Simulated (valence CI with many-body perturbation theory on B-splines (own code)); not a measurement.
Which ion has this spectrum?

A relativistic CI+MBPT calculation for an atom or ion with 13 electrons gives these levels (× 10³ cm⁻¹):

| J | Parity | E | g |
| --- | --- | --- | --- |
| 1/2 | odd | 0.00 | 0.65 |
| 1/2 | even | 1070.1 | 2.18 |
| 3/2 | odd | 1475.6 | 1.32 |
| 3/2 | even | 2352.6 | 1.65 |
| 5/2 | even | 2470.5 | 1.35 |
| 3/2 | even | 2620.2 | 0.96 |
| 1/2 | even | 2688.2 | 1.23 |
| 3/2 | even | 3036.2 | 0.83 |
| 5/2 | even | 3312.1 | 1.21 |
| 3/2 | odd | 3685.8 | 1.19 |
| 3/2 | odd | 3796.9 | 0.59 |
| 5/2 | odd | 3883.3 | 1.03 |
| 5/2 | even | 3927.9 | 1.41 |
| 1/2 | odd | 4058.1 | 0.38 |

The energies are calculated, and their last digits are not significant.

Problem. Which is it?
A. Gd51+
B. Pm48+
C. Eu50+
D. Tb52+

Solution. A. Gd51+, ground level (3s^2 3p1/2) J=1/2.
